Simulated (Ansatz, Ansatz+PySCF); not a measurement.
```xyz
3

N    -0.0649    0.0308   -0.2634
O    -0.0358    1.0756    0.1463
O     0.0444   -1.0492    0.1317
```

Basis set: def2-SVP (spherical functions). Correlated methods keep 3 orbitals frozen. Charge 0, multiplicity 2.

Computed with Ansatz (development build ahead of 0.2.0); each method stands on the lowest determinant of its kind that the runs found.

The atomization energy at this shape (free ground-state atoms in the same class of orbitals less the molecule, no zero-point energy) of doublet NO2:

```csv
method,atomization energy
UHF-MP2,9.22 eV
```

(1) What does UHF give?

Answers

(1) 2.46 eV. Caution: the shape is not the minimum.
